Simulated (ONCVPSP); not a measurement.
How hard is this fluorine ONCV potential?

ONCVPSP 4.0.1 input, shortened (lines: element, Z, core and valence counts, functional; n l f; lmax; l rc ep ncon nbas qcut; lloc lpopt rc5 dvloc0; l nproj debl; icmod fcfact rcfact), LDA (Perdew-Zunger), scalar-relativistic:

```
  F 9.00    1    2        3      upf
    1    0    2.00
    2    0    2.00
    2    1    5.00
    1
    0    0.70    0.00    4    7   11.10
    1    1.80    0.00    4    8    7.60
    4    4    0.50    6.00
    0    1    1.30
    1    2    3.00
    1    0.65    0.00
```

Problem. For each optimised wave give the share of its norm inside rc, the residual kinetic energy above qcut (Ha) and the cutoffs (Ha) for errors of 10, 1, 0.1 and 0.01 mHa per electron.

Solution.

| wave | norm inside rc | residual KE | 10 mHa | 1 mHa | 0.1 mHa | 0.01 mHa |
| --- | --- | --- | --- | --- | --- | --- |
| 2s | 0.267 | 4.1e-04 | 39.9 | 55.6 | 110.8 | 225.6 |
| 2p | 0.870 | 4.8e-06 | 17.6 | 21.8 | 25.2 | 27.8 |
| p projector 2 | 0.143 | 7.3e-05 | 19.3 | 24.3 | 28.2 | 72.9 |

The occupied waves need 56 Ha and 111 Ha for 1 and 0.1 mHa. Its largest configuration-test error is +2884 meV.
